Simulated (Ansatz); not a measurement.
The Ansatz (an electronic-structure program) input:
Ansatz 0.2 input:
```yaml
crystal:
  periodic: [false, false, false]
  atoms:
    - {symbol: F, position_ang: [-1.28438217, -0.33494376, -0.14271070]}
    - {symbol: Si, position_ang: [0.03097559, 0.60994164, 0.05368264]}
    - {symbol: F, position_ang: [1.60699510, -0.38009531, 0.05226660]}
basis:
  gaussian:
    orbitals: STO-3G
hamiltonian:
  xc: pbe0
total_charge: 1
magnetization: {spin_polarized: true, initial_magnetization: 1}
relax: {}
```

Problem. What does this run give for the number of basis functions, total energy at the end of the optimisation, <S^2>, Mulliken (on the basis functions themselves) charges in atom order?

Solution. 
```json
{
  "number_of_basis_functions": "19",
  "total_energy_at_the_end_of_the_optimisation": "-482.3921 Eh",
  "<S^2>": "0.756",
  "Mulliken (on the basis functions themselves) charges in atom order": "F1 -0.04, Si2 1.08, F3 -0.04"
}
```
